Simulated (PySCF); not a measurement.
**Question.** Write a Z-matrix for `[CH3][Zr]([Cl])([Cl])[Cl]` (ZrMeCl3) as optimised with PBE0-D3(BJ)/def2-SVP. (Singlet state.)

**Answer.** 
Z-matrix in Å and degrees, rows numbered from 1:
```
Zr
C   1  2.1663
H   2  1.1042  1  109.93
H   2  1.1041  1  110.40  3  -119.95
H   2  1.1041  1  110.32  3   119.87
Cl  1  2.3332  2  104.73  3   177.58
Cl  1  2.3302  2  104.28  3    57.17
Cl  1  2.3303  2  104.28  3   -61.98
```

All 3 Cl–Zr bonds measure 2.330 to 2.333 Å. Zr1 (zirconium bonded to C and 3 Cl) is distorted tetrahedral (angles from 104.3° to 114.3°).

The calculation used PBE0-D3(BJ)/def2-SVP geometry optimisation, gas phase, def2 core potentials past Kr (PySCF 2.14.0).

Whether it is a minimum is left open (no frequencies).

Time: 2.1 min wall; peak memory 0.46 GiB. Hardware: Arm Neoverse V1, one thread, no GPU, shared host with 32 logical CPUs at a one-minute load of 21. These figures are those of the optimisation.


What does the PBE0-D3(BJ)/def2-SVP structure of `[C](#N)[GeH3]` (germyl cyanide) look like in three dimensions?

```
atom  x, y, z in Å
N1     2.474   -0.041   -0.010
C2     1.315   -0.023   -0.007
Ge3   -0.610    0.011   -0.007
H4    -1.031    1.463   -0.246
H5    -1.067   -0.496    1.363
H6    -1.075   -0.910   -1.137
```

Orientation and origin are arbitrary. Atoms count from 1 in this order. Ge3 (germanium bonded to C and 3 H) is tetrahedral (angles from 107.0° to 111.8°).

Bonds between heavy atoms (Å): N1≡C2 1.159, C2–Ge3 1.925.

Computed, not measured: PySCF 2.14.0, PBE0-D3(BJ)/def2-SVP geometry optimisation, gas phase.

Point group: C3v (every atom within 0.08 Å of its image). No frequency check.


Problem. Write a Z-matrix for `[CH3][GeH2][Br]` as optimised with PBE0-D3(BJ)/def2-SVP.

Solution. 
Z-matrix in Å and degrees, rows numbered from 1:
```
C 
Ge  1  1.9409
Br  2  2.3183  1  107.45
H   1  1.0990  2  109.65  3   -59.72
H   1  1.1004  2  109.93  3  -179.56
H   1  1.0985  2  110.09  3    60.14
H   2  1.5381  1  112.44  3   116.83
H   2  1.5378  1  112.77  3  -116.96
```

Ge2 (germanium bonded to Br, C and 2 H) is tetrahedral (angles from 106.4° to 112.8°).

Method used: PBE0-D3(BJ)/def2-SVP geometry optimisation, gas phase (PySCF 2.14.0).

Point group: Cs (every atom within 0.08 Å of its image). PBE0-D3(BJ)/def2-SVP frequencies: not computed here.

On an Arm Neoverse V1 with one thread, shared host, this took 36 s of wall time and 0.43 GiB of memory at its peak. That covers the optimisation of the geometry.
